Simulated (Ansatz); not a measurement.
The B1–Br4 bond of BBrH2 (SMILES BBr) is stretched (multiplicity 1, the rest rigid).
Geometry at rest (charge 0, multiplicity 1):
| atom | x (Å) | y (Å) | z (Å) |
|---|---|---|---|
| B | -0.8490 | -1.2912 | 0.2112 |
| H | -0.4717 | -2.0737 | 1.0149 |
| H | -1.8265 | -1.4215 | -0.4431 |
| Br | 0.1869 | 0.2843 | -0.0465 |

Frozen-core correlation. Filled d and f shells under p-block atoms count as core.

Programs: Ansatz (a program for electronic structure) with Gaussian orbitals. Each number belongs to the level named beside it.

FIC-MRCISD+Q on CASSCF(6,4)/cc-pVTZ, total energies (hartree):

```json
[
 {"R (Å)": "1.903", "CASSCF": "-2598.347419", "MRCISD": "-2598.608292", "weight c² of the reference": "0.90462"},
 {"R (Å)": "3.330", "CASSCF": "-2598.225304", "MRCISD": "-2598.469998", "weight c² of the reference": "0.90533"},
 {"R (Å)": "6.090", "CASSCF": "-2598.199220", "MRCISD": "-2598.439068", "weight c² of the reference": "0.90791"}
]
```

Add the Davidson correction (E_MRCISD − E_CASSCF)(1 − c²)/c² and give the energies above the first point at the three levels.


Corrections (hartree): -0.027506, -0.025588, -0.024327. Above the first point (kcal/mol):
- R = 3.330 Å: CASSCF 76.6, MRCISD 86.8, with the correction 88.0
- R = 6.090 Å: CASSCF 93.0, MRCISD 106.2, with the correction 108.2

Doubts at one or more of the structures used: active orbitals that take no part (FIC-MRCISD+Q on CASSCF(6,4)/cc-pVTZ).
